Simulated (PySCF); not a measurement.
CH5ClOSi. Atoms are numbered in the order given.

```xyz
9

Si    -0.0154    -0.2852     0.5006
C      1.7424    -0.8276     0.1475
O     -1.1558    -1.4425     0.1007
Cl    -0.3472     1.4722    -0.5905
H     -0.2595     0.0047     1.9450
H      1.9758    -1.7666     0.6900
H      2.4600    -0.0468     0.4715
H      1.8973    -0.9994    -0.9371
H     -1.1638    -1.7226    -0.8313
```
Charge 0, spin multiplicity 1.

Coordinates come from a PBE-D3(BJ)/def2-SVP optimisation. The values are those of a single conformer.

Calculation: PBE-D3(BJ)/def2-SVP run with PySCF.

Frequencies are harmonic and unscaled.

Computed normal modes with their intensities:
| mode | ν (cm⁻¹) | IR (km/mol) | moving atoms (share of kinetic energy) |
|---|---|---|---|
| 1 | 157 | 1.8 | H 95 % |
| 2 | 182 | 31.0 | H 65 %, O 14 %, Cl 9 % |
| 3 | 189 | 2.4 | C 31 %, H 29 %, Cl 21 %, Si 11 % |
| 4 | 270 | 16.8 | Si 36 %, H 28 %, O 20 %, C 9 %, Cl 8 % |
| 5 | 288 | 90.1 | O 45 %, H 39 %, Cl 10 % |
| 6 | 504 | 64.4 | Cl 43 %, Si 40 % |
| 7 | 645 | 6.1 | H 70 %, C 23 % |
| 8 | 704 | 75.4 | H 40 %, C 26 %, Si 23 %, O 10 % |
| 9 | 721 | 16.2 | H 86 %, C 12 % |
| 10 | 794 | 97.8 | H 55 %, O 24 %, Si 12 %, C 9 % |
| 11 | 853 | 184.8 | H 71 %, Si 12 %, C 12 % |
| 12 | 870 | 132.9 | H 88 % |
| 13 | 910 | 104.5 | Si 39 %, H 29 %, O 27 % |
| 14 | 1220 | 29.3 | H 78 %, C 22 % |
| 15 | 1376 | 4.1 | H 96 % |
| 16 | 1379 | 3.2 | H 96 % |
| 17 | 2221 | 109.7 | H 97 % |
| 18 | 2976 | 0.6 | H 97 % |
| 19 | 3079 | 2.0 | H 91 %, C 9 % |
| 20 | 3081 | 1.7 | H 91 %, C 9 % |
| 21 | 3762 | 73.6 | H 94 % |
